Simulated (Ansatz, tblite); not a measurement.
Removing and adding an electron: SbH2Et (C₂H₇Sb). Charge 0, multiplicity 1. Geometry: PBE0-D4/def2-SVP. Ansatz, gas phase; energy differences of separate SCF runs; the oxidised species was run as a doublet alone; the reduced species was run as a doublet alone.

| atom | x (Å) | y (Å) | z (Å) |
| --- | --- | --- | --- |
| Sb1 | 1.461 | -0.857 | 0.901 |
| H2 | 0.768 | -1.563 | 2.307 |
| H3 | 1.002 | -2.213 | -0.051 |
| C4 | -0.348 | 0.270 | 0.395 |
| C5 | -0.318 | 0.807 | -1.026 |
| H6 | -0.413 | 1.089 | 1.129 |
| H7 | -1.212 | -0.388 | 0.562 |
| H8 | -1.219 | 1.402 | -1.247 |
| H9 | 0.553 | 1.459 | -1.202 |
| H10 | -0.275 | -0.006 | -1.768 |

In the def2 sets Sb takes a core potential; there is no spin–orbit coupling. The xTB rows come from tblite.

```csv
level,−HOMO (eV),vertical IE (eV),−LUMO (eV),vertical EA (eV),HOMO–LUMO gap (eV),IE − EA (eV),remarks
PBE-D4/def2-TZVP,5.94,8.92,1.01,–,4.93,–,–
r2SCAN-D4/def2-TZVP,6.17,8.95,0.72,–,5.44,–,–
r2SCAN-D4/def2-TZVPD,6.17,–,0.80,-0.87,5.36,–,HOMO above zero (-1 doublet)
PBE0-D4/def2-TZVPD,6.94,–,0.43,-0.87,6.52,–,HOMO above zero (-1 doublet)
```

(1) Estimate the rows for GFN1-xTB, GFN2-xTB, PBE-D4/def2-TZVPD, PBE0-D4/def2-TZVP.

Results:

(1) 
| level | −HOMO (eV) | vertical IE (eV) | −LUMO (eV) | vertical EA (eV) | HOMO–LUMO gap (eV) | IE − EA (eV) | remarks |
| --- | --- | --- | --- | --- | --- | --- | --- |
| GFN1-xTB | 11.14 | 14.48 | 5.85 | 2.28 | 5.30 | 12.19 | – |
| GFN2-xTB | 10.09 | 13.14 | 5.60 | 2.52 | 4.48 | 10.62 | – |
| PBE-D4/def2-TZVPD | 5.95 | – | 1.14 | -0.75 | 4.81 | – | HOMO above zero (-1 doublet) |
| PBE0-D4/def2-TZVP | 6.94 | 9.01 | 0.26 | – | 6.68 | – | – |

   A HOMO above zero means that the electron is unbound at that level or that self-interaction error raises the level; the energy of removing that electron tells which. Raw xTB energy differences between charge states are shifted by several eV; the methods need an empirical correction for them. A negative affinity means that the extra electron isn't bound; its size then hangs on the basis.
